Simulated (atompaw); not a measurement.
## u(r) = r·R(r): atom against pseudo-atom (sulfur (S))

Columns: radius, all-electron u(r) and pseudo u(r) of the 3s shell (level -17.17 eV) of sulfur in the configuration [Ne] 3s2 3p4; LDA (PW92), non-relativistic, PAW (atompaw) scheme, atompaw 4.2.0.5.

```
r (bohr)  all-electron  pseudo
   0.069        0.1999  0.0385
   0.138       -0.0307  0.0779
   0.208       -0.2640  0.1197
   0.277       -0.3887  0.1633
   0.346       -0.4085  0.2096
   0.415       -0.3500  0.2585
   0.485       -0.2401  0.3108
   0.554       -0.1053  0.3644
   0.623        0.0388  0.4195
   0.692        0.1806  0.4755
   0.762        0.3146  0.5323
   0.831        0.4329  0.5869
   0.900        0.5352  0.6386
   0.969        0.6211  0.6861
   1.038        0.6908  0.7279
   1.108        0.7461  0.7640
   1.177        0.7864  0.7930
   1.246        0.8143  0.8156
   1.315        0.8311  0.8312
   1.385        0.8385  0.8385
   1.454        0.8376  0.8376
   1.523        0.8298  0.8298
   1.592        0.8165  0.8165
   1.662        0.7983  0.7983
   1.731        0.7768  0.7768
   1.800        0.7524  0.7524
```

(1) How many radial nodes do the two functions have?

(2) At about which radius was the pseudo-wave matched?

(3) Is the pseudo-wave norm-conserving?

## Answers

(1) The all-electron 3s function has n − l − 1 = 2; the pseudo-wave has 0, since the states of the same l below it are removed with the core.

(2) 1.35 bohr, where the columns begin to agree (steps of 0.07 bohr).

(3) No, it belongs to a PAW set: the norm inside the radius is not constrained, and the difference is carried by the augmentation charge.
